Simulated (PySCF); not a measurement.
In(Cl)(Me)(vinyl) (C3H6ClIn), SMILES [CH3][In]([CH]=C)[Cl].

Geometry: PBE-D3(BJ)/def2-SVP. The structure was generated by enumeration; whether it is a known compound was not checked. The def2 effective core potentials stand for the cores of In; spin–orbit coupling is left out. Other conformers were not sampled.

Level of theory: PBE-D3(BJ)/def2-SVP (PySCF).

Frequencies are harmonic and unscaled.

Give all harmonic wavenumbers and intensities. (Estimate from the structure and the level; the computed values follow.)


| mode | ν (cm⁻¹) | IR (km/mol) | moving atoms (share of kinetic energy) |
|---|---|---|---|
| 1 | 32 | 0.2 | H 99 % |
| 2 | 53 | 0.4 | C 45 %, H 29 %, In 13 %, Cl 13 % |
| 3 | 65 | 1.9 | C 49 %, H 19 %, Cl 17 %, In 16 % |
| 4 | 104 | 5.1 | C 40 %, Cl 29 %, H 19 %, In 13 % |
| 5 | 120 | 1.4 | C 41 %, H 34 %, In 22 % |
| 6 | 247 | 5.5 | C 69 %, H 20 % |
| 7 | 336 | 49.6 | Cl 76 %, In 22 % |
| 8 | 426 | 19.0 | H 71 %, C 28 % |
| 9 | 469 | 4.2 | C 77 %, H 20 % |
| 10 | 509 | 47.1 | C 63 %, H 19 %, In 18 % |
| 11 | 679 | 27.6 | H 84 %, C 15 % |
| 12 | 708 | 45.8 | H 83 %, C 16 % |
| 13 | 941 | 28.4 | H 72 %, C 28 % |
| 14 | 954 | 9.1 | H 88 %, C 12 % |
| 15 | 1006 | 11.9 | H 94 % |
| 16 | 1130 | 0.8 | H 83 %, C 17 % |
| 17 | 1193 | 20.4 | H 73 %, C 27 % |
| 18 | 1367 | 8.2 | H 84 %, C 16 % |
| 19 | 1378 | 2.4 | H 95 % |
| 20 | 1378 | 1.8 | H 95 % |
| 21 | 1600 | 5.4 | C 85 %, H 15 % |
| 22 | 2992 | 2.7 | H 98 % |
| 23 | 3031 | 21.4 | H 95 % |
| 24 | 3083 | 4.7 | H 91 %, C 9 % |
| 25 | 3106 | 0.5 | H 91 %, C 9 % |
| 26 | 3115 | 1.9 | H 90 %, C 10 % |
| 27 | 3119 | 8.3 | H 90 %, C 10 % |
